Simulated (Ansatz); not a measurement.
`[SiH3]/N=[CH]\[SnH3]` + `[OH][Sn][O][SiH3]` → `[SiH3][O][Sn][O][SiH3]` + `N=[CH][SnH3]`  (ligand exchange at the Si–N bond)

Isolated molecules relaxed with PBE0-D4/def2-TZVP in Ansatz; ΔE leaves out vibrations. CBS: MP2 limit from def2 TZ/QZ plus the TZ coupled-cluster correction, frozen cores. def2 core potentials past Kr. For Sn outer-core shells are correlated without core-valence functions, which leaves a few kJ/mol of doubt a bond. Each species was taken in one conformer, which may not be the lowest.

`[SiH3]/N=[CH]\[SnH3]`:

```xyz
11

Si    1.389    0.004    1.354
N     1.472   -0.129   -0.376
C     0.517   -0.123   -1.193
Sn   -1.644    0.054   -0.808
H    -0.022    0.136    1.835
H     1.997   -1.216    1.939
H     2.162    1.201    1.762
H     0.761   -0.218   -2.264
H    -2.214   -1.236    0.152
H    -2.023    1.538   -0.057
H    -2.394   -0.010   -2.344
```

`[OH][Sn][O][SiH3]`:

```xyz
8

O     1.410   -1.931   -0.561
Sn    2.368   -0.291   -0.034
O     0.774    0.856    0.282
Si   -0.853    0.824    0.234
H     0.449   -1.880   -0.571
H    -1.369    1.855   -0.706
H    -1.357   -0.506   -0.230
H    -1.423    1.074    1.585
```

`[SiH3][O][Sn][O][SiH3]`:

Z-matrix (Å, degrees):
```
Si
O 1 1.633
H 1 1.490 2 111.2
H 1 1.488 2 110.7 3 -120.6
H 1 1.488 2 109.5 3 119.6
Sn 2 1.972 1 147.5 3 28.0
O 6 1.972 2 98.4 1 9.8
Si 7 1.633 6 148.4 2 10.1
H 8 1.488 7 109.5 6 146.6
H 8 1.488 7 110.7 6 -93.6
H 8 1.490 7 111.2 6 27.0
```

`N=[CH][SnH3]`:

Cartesian coordinates in Å:
```
N 1.616 0.824 -0.234
C 0.445 0.806 0.243
Sn -0.803 -0.910 -0.149
H 2.113 1.684 0.016
H 0.039 1.631 0.849
H 0.081 -2.024 -1.079
H -2.207 -0.404 -0.982
H -1.283 -1.606 1.336
```

| species | CCSD(T)/CBS(def2) energy (Eh) |
| --- | --- |
| `[SiH3]/N=[CH]\[SnH3]` | -600.01569 |
| `[OH][Sn][O][SiH3]` | -655.96073 |
| `[SiH3][O][Sn][O][SiH3]` | -946.28060 |
| `N=[CH][SnH3]` | -309.72288 |

**Question.** Work out ΔE.

**Answer.** ΔE = (-946.28060) + (-309.72288) − (-600.01569) − (-655.96073) = -0.02706 Eh = -71.0 kJ/mol.

Largest T1 diagnostic among the species: 0.016.

In def2-TZVPP, CCSD(T) changes the Hartree–Fock value by +17.5 kJ/mol (the triples alone add +4.1 kJ/mol) and MP2 by +19.6 kJ/mol. From PBE to PBE0 (25 % exact exchange), in def2-TZVPP and without D4, ΔE moves by −8.7 kJ/mol.
